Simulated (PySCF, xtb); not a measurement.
Se(H)(SMe) (CH₄SSe), SMILES CS[SeH].

GFN2-xTB (xtb) at its own geometry gives an orbital gap of 3.57 eV and a dipole moment of 2.23 D.

Geometry optimised at B3LYP-D3(BJ)/def2-SVP. The values are those of a single conformer.

What does PBE0/def2-TZVPD (PySCF) give? (Estimate from the structure and the level; the computed values follow.)

gap 5.60 eV (levels -6.98 and -1.38 eV), dipole 1.64 D.
